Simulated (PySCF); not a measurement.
selenium hexafluoride (F6Se), SMILES F[Se](F)(F)(F)(F)F. Atoms are numbered in the order given.

```xyz
7

F      0.0000    -1.7169     0.0000
Se     0.0000     0.0000     0.0000
F      1.7169     0.0000     0.0000
F      0.0000     0.0000     1.7169
F     -1.7169     0.0000     0.0000
F      0.0000     0.0000    -1.7169
F      0.0000     1.7169     0.0000
```

The structure is a stationary point at B3LYP-D3(BJ)/def2-SVP.

Two levels are set side by side: PBE/pcSseg-1 (PySCF) and PBE0/pcSseg-1 (PySCF). GIAO shifts against CFCl3 (¹⁹F), Me2Se (⁷⁷Se) at the same level; non-relativistic, no solvent, atoms listed together averaged. Differences are taken from unrounded values.

```
quantity                                 PBE0    PBE  PBE minus PBE0
--------------------------------------  -----  -----  --------------
δ(¹⁹F) of F1, F3, F4, F5, F6, F7 (ppm)  107.9  118.8            10.9
δ(⁷⁷Se) of Se2 (ppm)                    738.7  732.4            -6.3
```

Rough cost on one machine, each run with all the roots and properties that it gave: PBE0 against PBE within a factor of 2.
